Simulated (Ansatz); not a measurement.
Ansatz results at the PBE0-D4/def2-TZVP geometry: HOMO energy (PBE/def2-TZVPP) -6.28 eV; HOMO energy (ωB97M-V/def2-TZVPP) -9.54 eV; size of the dipole moment (ωB97M-V/def2-TZVPP) 2.30 D.

Question: Which molecule gave them?
A. `[CH3][Ge]([CH3])([OH])[F]`
B. `C[N](C)[Ge]([CH3])([CH3])[N](C)C`
C. `C[O][Ge]([CH3])([OH])[Cl]`
D. `[CH3][GeH2][I]`

Answer: D. The others give `C[N](C)[Ge]([CH3])([CH3])[N](C)C`: -4.53, -8.14, 0.90; `C[O][Ge]([CH3])([OH])[Cl]`: -6.61, -10.63, 0.41; `[CH3][Ge]([CH3])([OH])[F]`: -6.98, -10.77, 2.30.
